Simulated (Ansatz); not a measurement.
C2H6OSSi, SMILES `CC(=S)[SiH2]O` at its PBE0-D4/def2-TZVP geometry, where that method's forces vanish. The species carries charge 0 and has multiplicity 1.

```xyz
11

C    -1.4058   -0.6498    0.7115
C     0.0367   -0.3316    0.5394
S     1.1846   -0.8142    1.5790
Si    0.6074    0.6874   -0.9556
O     2.2287    0.8658   -0.8747
H    -1.9884    0.2782    0.7479
H    -1.5945   -1.2342    1.6124
H    -1.7703   -1.1996   -0.1643
H    -0.0892    2.0004   -0.9145
H     0.1992   -0.0312   -2.1916
H     2.5917    0.4289   -0.0896
```

Problem. What forces (eV/Å) does B3LYP-D4/def2-TZVPP give on these atoms in Ansatz? (Estimate.)

Solution. The calculation gave: 
```
C1  -0.199 -0.036  0.010
C2   0.010  0.085 -0.134
S3   0.173 -0.110  0.216
Si4 -0.231  0.076 -0.175
O5   0.101 -0.003  0.029
H6   0.011 -0.053  0.007
H7  -0.015  0.031 -0.054
H8   0.001  0.019  0.051
H9   0.045 -0.082 -0.009
H10  0.026  0.051  0.075
H11  0.079  0.022 -0.017
```

B3LYP here is the variant with VWN-RPA as its local correlation; programs differ in this.
